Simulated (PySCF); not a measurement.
dimethyl carbonate (C₃H₆O₃), SMILES C(OC)(OC)=O.

The structure is a stationary point at PBE0-D3(BJ)/def2-SVP.

Level of theory: TDA-PBE/def2-SVPD in PySCF.

Vertical excitations. Isolated molecule, no solvent. State labels are in the subgroup C2v.

Computed UV-visible absorptions:
| state | symmetry | energy (eV) | λ (nm) | f | main pairs |
|---|---|---|---|---|---|
| S1 | B1 | 6.72 | 184 | 0.020 | HOMO→LUMO+1 99 % |
| S2 | A2 | 6.81 | 182 | 0.000 | HOMO→LUMO 100 % |
| S3 | A2 | 7.20 | 172 | 0.000 | HOMO−1→LUMO+1 100 % |
| S4 | A1 | 7.34 | 169 | 0.001 | HOMO→LUMO+2 99 % |
| S5 | B2 | 7.42 | 167 | 0.013 | HOMO−2→LUMO+1 100 % |
| S6 | B1 | 7.55 | 164 | 0.000 | HOMO→LUMO+3 98 % |
| S7 | B2 | 7.83 | 158 | 0.023 | HOMO−1→LUMO+2 100 % |
| S8 | B1 | 7.94 | 156 | 0.271 | HOMO−1→LUMO 87 % |
| S9 | A2 | 8.03 | 154 | 0.000 | HOMO−2→LUMO+2 98 % |
| S10 | A2 | 8.12 | 153 | 0.000 | HOMO−1→LUMO+3 97 % |
| T1 | A2 | 6.34 | 196 | 0 | HOMO→LUMO 100 % |
| T2 | B1 | 6.64 | 187 | 0 | HOMO→LUMO+1 100 % |
| T3 | A1 | 6.73 | 184 | 0 | HOMO−2→LUMO 98 % |
| T4 | B1 | 6.85 | 181 | 0 | HOMO−1→LUMO 100 % |
Triplets are in the Tamm–Dancoff approximation.
